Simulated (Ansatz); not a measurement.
One geometry of WS2(NH2)2 (WS₂N₂H₄), several levels of theory.

```yaml
crystal:
  periodic: [false, false, false]
  atoms:
    - {symbol: W, position_ang: [0.509631, 0.000710, 0.353135]}
    - {symbol: S, position_ang: [0.442192, 0.010516, 2.510329]}
    - {symbol: S, position_ang: [2.505725, -0.006325, -0.467657]}
    - {symbol: N, position_ang: [-0.387884, 1.609373, -0.277923]}
    - {symbol: H, position_ang: [-0.183264, 2.072357, -1.168761]}
    - {symbol: H, position_ang: [-1.147766, 2.080161, 0.222833]}
    - {symbol: N, position_ang: [-0.393392, -1.610487, -0.263435]}
    - {symbol: H, position_ang: [-1.154745, -2.074245, 0.241631]}
    - {symbol: H, position_ang: [-0.190496, -2.082070, -1.150151]}
basis:
  gaussian: {orbitals: def2-TZVP, initial_orbitals: start.molden}
hamiltonian: {xc: pbe, dispersion: d4}
scf: {omitted_lower_state_checks: [starts]}
output: {orbitals: {seedname: orbitals}}
```

The file start.molden holds the orbitals of an earlier run on this structure, at another level or in another basis.

```sh
$ ansatz run in.yaml --threads 4 --pin off --events-out ev --progress --plain --max-ram 3916MiB
```

It prints (some lines left out):

```
Functional definition: PBE
1332 factors; their error is unknown
mean field evaluation 1: about -26537.2915 eV, gradient 1.3e1 eV
mean field evaluation 2: about -26537.4386 eV, gradient 1.7e-1 eV
mean field evaluation 4: about -26537.4198 eV, gradient 3.5e-4 eV
mean field -26537.41976883 eV, -975.2321887955 hartree, gradient 1.1e-5 eV, S^2 0.000000; 0 other end points of the search recorded, 0 dependent functions left out
reference -26537.41980907 eV, -975.2321902742 hartree; 32, 32 occupied and 168, 168 virtual orbitals, 1332 factors
Total energy: -26537.72121126 eV, -975.2432666004 hartree
Checks for a lower state left out: starts
```

Hardware: 4 threads of Arm Neoverse V2 on a shared host. Wall time 1.7 s.

First input, but with `hamiltonian: {xc: {name: LC-wPBE}}` (abridged; 2.5 s):

```
Functional definition: LC-wPBE
mean field -26540.10194384 eV, -975.3307569089 hartree, gradient 2.2e-5 eV, S^2 0.000000
Total energy: -26540.10194385 eV, -975.3307569092 hartree
Checks for a lower state left out: starts
```

As the first input, with `hamiltonian: {xc: pbe}`, `correlation: {method: rpa}` and without the key `output` (abridged; 4.7 s):

```
Functional definition: PBE
mean field -26537.41967046 eV, -975.2321851802 hartree, gradient 2.4e-6 eV, S^2 0.000000
12 core orbitals not correlated: weight in the atoms' cores, before any rotation towards them, 1.000 or more for the frozen orbitals, at most 0.000 for the correlated occupied ones
Total energy: -26520.01339078 eV, -974.5925162005 hartree
Checks for a lower state left out: starts
```

As the first input, with `hamiltonian: {xc: {name: revPBE}, dispersion: d4}` (abridged; 1.9 s):

```
Functional definition: revPBE
mean field -26546.18398409 eV, -975.5542677654 hartree, gradient 1.3e-5 eV, S^2 0.000000
Total energy: -26546.88102902 eV, -975.5798836943 hartree
Checks for a lower state left out: starts
```

The first input with `correlation: {method: ccsd_t}` and without the key `hamiltonian` (abridged; 1.7 min):

```
Functional definition: HF
mean field evaluation 16: about -26466.0428 eV, gradient 2.0e0 eV
mean field evaluation 32: about -26466.0692 eV, gradient 9.3e-4 eV
mean field -26473.36650577 eV, -972.8782747946 hartree, gradient 1.3e-6 eV, S^2 0.000000
12 core orbitals not correlated: weight in the atoms' cores, before any rotation towards them, 1.000 or more for the frozen orbitals, at most 0.000 for the correlated occupied ones
second order -33.30013561 eV of doubles, -0.00000000 eV of singles
cycle   1  -30.50147640 eV  change     2.8e0 eV  update   2.9e-1
cycle   2  -31.97800310 eV  change    -1.5e0 eV  update   2.0e-1
cycle   3  -32.36812762 eV  change   -3.9e-1 eV  update   3.9e-2
cycle   4  -32.39099423 eV  change   -2.3e-2 eV  update   1.9e-2
cycle   5  -32.37909001 eV  change    1.2e-2 eV  update   5.4e-3
cycle   6  -32.37988999 eV  change   -8.0e-4 eV  update   2.7e-3
cycle   7  -32.37930321 eV  change    5.9e-4 eV  update   1.0e-3
cycle   8  -32.37860703 eV  change    7.0e-4 eV  update   4.5e-4
cycle   9  -32.37900797 eV  change   -4.0e-4 eV  update   1.6e-4
cycle  10  -32.37920258 eV  change   -1.9e-4 eV  update   7.5e-5
cycle  11  -32.37904818 eV  change    1.5e-4 eV  update   2.9e-5
cycle  12  -32.37903362 eV  change    1.5e-5 eV  update   1.7e-5
perturbative correction -2.04194615 eV, -0.0750401371 hartree
Total energy: -26507.78748553 eV, -974.1432224697 hartree
Checks for a lower state left out: starts
```

The first input with `hamiltonian: {xc: {name: B97M-V}}` (abridged; 7.5 s):

```
Functional definition: B97M-V
mean field -26542.70385037 eV, -975.4263752101 hartree, gradient 8.5e-6 eV, S^2 0.000000
Total energy: -26542.70390954 eV, -975.4263773847 hartree
Checks for a lower state left out: starts
```

The first input with `hamiltonian: {xc: pbe0, dispersion: d4}`, `output: {forces: true, orbitals: {seedname: orbitals}}` (abridged; 3.7 s):

```
Functional definition: PBE0
mean field -26537.25740022 eV, -975.2262218591 hartree, gradient 1.4e-5 eV, S^2 0.000000
Total energy: -26537.51848622 eV, -975.2358165925 hartree
Atom 0 force     0.379452     0.000686     0.262877 eV/Å
Atom 1 force     0.003848    -0.004159    -0.921501 eV/Å
Atom 2 force    -0.861512     0.002846     0.327284 eV/Å
Atom 3 force    -0.192917     0.221645    -0.134900 eV/Å
Atom 4 force    -0.098287    -0.332719     0.604165 eV/Å
Atom 5 force     0.529512    -0.337809    -0.301554 eV/Å
Atom 6 force    -0.193616    -0.222252    -0.132945 eV/Å
Atom 7 force     0.530627     0.333339    -0.304739 eV/Å
Atom 8 force    -0.097106     0.338423     0.601313 eV/Å
Dipole moment:    -0.744235    -0.001061    -0.515698 e Å
Checks for a lower state left out: starts
```

Geometry: PBE-D4/def2-SVP.

In the def2 sets W takes a core potential; there is no spin–orbit coupling. LC-ωPBE has ω = 0.4 bohr⁻¹. Correlated methods freeze 12 core orbitals; core or outer-core shells of W are correlated, in sets that lack core-valence functions.
